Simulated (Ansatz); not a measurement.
Reaction (redistribution): `B[Si](C)(N)O` + `FC/C=C/[SiH3]` → `C[Si](N)(O)[SiH3]` + `B/C=C/CF`

Computed with Ansatz on PBE0-D4/def2-TZVP structures; ΔE is electronic, products minus reactants. CCSD(T)/CBS is the MP2 limit (def2-TZVPP, def2-QZVPP) plus CCSD(T) − MP2 in def2-TZVPP, frozen cores. Double bonds are as drawn, so ΔE can hold a change between cis and trans. One conformer a species, not always the lowest.

```csv
species,CCSD(T)/CBS(def2) energy (Eh)
`B[Si](C)(N)O`,-486.68127
`FC/C=C/[SiH3]`,-507.20526
`C[Si](N)(O)[SiH3]`,-751.59825
`B/C=C/CF`,-242.30695
```

Question: Work out ΔE.

Answer: ΔE = (-751.59825) + (-242.30695) − (-486.68127) − (-507.20526) = -0.01867 Eh = -49.0 kJ/mol.

Largest T1 diagnostic among the species: 0.012.

In def2-TZVPP, CCSD(T) changes the Hartree–Fock value by −3.2 kJ/mol (the triples alone add −1.9 kJ/mol) and MP2 by −3.9 kJ/mol.
